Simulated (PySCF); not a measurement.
Compound: C₃H₉BBrP.
Z-matrix (Å and degrees, PBE0-D3(BJ)/def2-SVP geometry), rows numbered from 1:
```
P 
B   1  1.9772
Br  2  2.0379  1   98.82
C   2  1.5921  1  107.21  3  -119.83
C   4  1.5106  2  123.06  1    71.25
C   5  1.4948  4   60.15  2   109.93
H   1  1.4132  2  114.25  3    60.57
H   1  1.4135  2  116.92  3   -58.11
H   1  1.4207  2  119.09  3  -179.98
H   2  1.2164  1  105.21  3   114.57
H   4  1.0980  2  113.78  1   -74.80
H   5  1.0938  4  118.66  6   108.11
H   5  1.0953  4  117.68  6  -106.69
H   6  1.0938  4  117.35  5   107.73
H   6  1.0935  4  117.94  5  -108.48
```

Computed, not measured: PBE0-D3(BJ)/def2-SVP geometry optimisation, gas phase in PySCF 2.14.0.

Masses are those of the commonest isotopes; rigid-rotor values at the optimised geometry. The values belong to one conformer with, in the numbering `[PH3+:1][B@H-:2]([Br:3])[CH:4]1[CH2:5][CH2:6]1`, P1–B2–C4–C5 71°.

**Question.** What are A, B and C (GHz)?

**Answer.** Ia = 275.45, Ib = 325.79, Ic = 534.52 u·Å²; 505379 MHz·u·Å²/I gives 1835, 1551 and 945.5 MHz, that is A = 1.8347, B = 1.5512, C = 0.9455 GHz.

**Question.** What kind of rotor is it?

**Answer.** An asymmetric top; Ray's κ = 0.362.

**Question.** Is it planar, by Δ = Ic − Ia − Ib?

**Answer.** Not planar: Δ = Ic − Ia − Ib = -66.73 u·Å². For a rigid frame Δ = −2 Σ m c², so Σ m c² = 33.36 u·Å² lies off the ab plane: 12.29 from hydrogen and 21.07 from heavier atoms. The atom farthest from that plane is 2.00 Å away.

**Question.** Give the other two planar moments, Paa and Pbb, and the rms extents of the mass along the axes.

**Answer.** Paa = Σ m a² = (Ib + Ic − Ia)/2 = 292.43 and Pbb = Σ m b² = (Ia + Ic − Ib)/2 = 242.09 u·Å². With the mass M = 165.97 u, the rms extents √(P/M) along a, b and c are 1.33, 1.21, 0.45 Å.

**Question.** Which lines would a microwave search look for?

**Answer.** The dipole components are |μa| = 1.03 D, |μb| = 4.68 D, |μc| = 1.05 D. Intensities carry the squares of the components, which stand as 0.05 : 1.00 : 0.05 (a : b : c). Some lines, for components of 0.1 D or more:

| type | branch | J(Ka,Kc) | MHz | lower level (cm⁻¹) |
| --- | --- | --- | --- | --- |
| c | Q | 3(2,2) ← 3(1,2) | 360 | 0.566 |
| a | Q | 2(2,0) ← 2(2,1) | 401 | 0.328 |
| b | Q | 1(1,0) ← 1(0,1) | 889 | 0.083 |
| c | Q | 3(3,1) ← 3(2,1) | 1687 | 0.626 |
| a | Q | 2(1,1) ← 2(1,2) | 1817 | 0.239 |
| b | Q | 3(3,0) ← 3(2,1) | 1900 | 0.626 |
| b | Q | 3(3,1) ← 3(2,2) | 3137 | 0.578 |
| c | R | 1(1,0) ← 0(0,0) | 3386 | 0.000 |
| a | Q | 3(1,2) ← 3(1,3) | 3421 | 0.452 |
| b | Q | 3(1,2) ← 3(0,3) | 3436 | 0.451 |
| b | Q | 3(2,2) ← 3(1,3) | 3781 | 0.452 |
| a | R | 2(1,2) ← 1(1,1) | 4388 | 0.093 |
| a | R | 2(0,2) ← 1(0,1) | 4593 | 0.083 |
| b | R | 2(1,2) ← 1(0,1) | 4671 | 0.083 |
| b | R | 2(2,1) ← 1(1,0) | 6450 | 0.113 |
| c | R | 2(2,0) ← 1(1,0) | 6850 | 0.113 |
| a | R | 3(2,2) ← 2(2,1) | 7490 | 0.328 |
| a | R | 3(1,2) ← 2(1,1) | 7981 | 0.300 |
| b | R | 3(2,2) ← 2(1,1) | 8341 | 0.300 |
| c | R | 3(1,2) ← 2(0,2) | 9877 | 0.236 |
| b | R | 3(3,1) ← 2(2,0) | 10226 | 0.341 |
| b | R | 3(2,1) ← 2(1,2) | 11608 | 0.239 |

**Question.** Estimate the classical rotational partition function at 50 K, 100 K and 200 K.

**Answer.** Point group C1, symmetry number σ = 1; q = (√π/σ)·√((kT/h)³/(ABC)), k/h = 20836.6 MHz/K: 36300 at 50 K, 103000 at 100 K, 291000 at 200 K.

No frequency check. These are rigid-rotor constants of the computed structure; measured ground-state constants (B0) also hold zero-point vibration. A rigid rotor knows nothing of internal rotation, which can split or shift real lines. Quadrupole hyperfine structure (11B, 79Br) is left out.
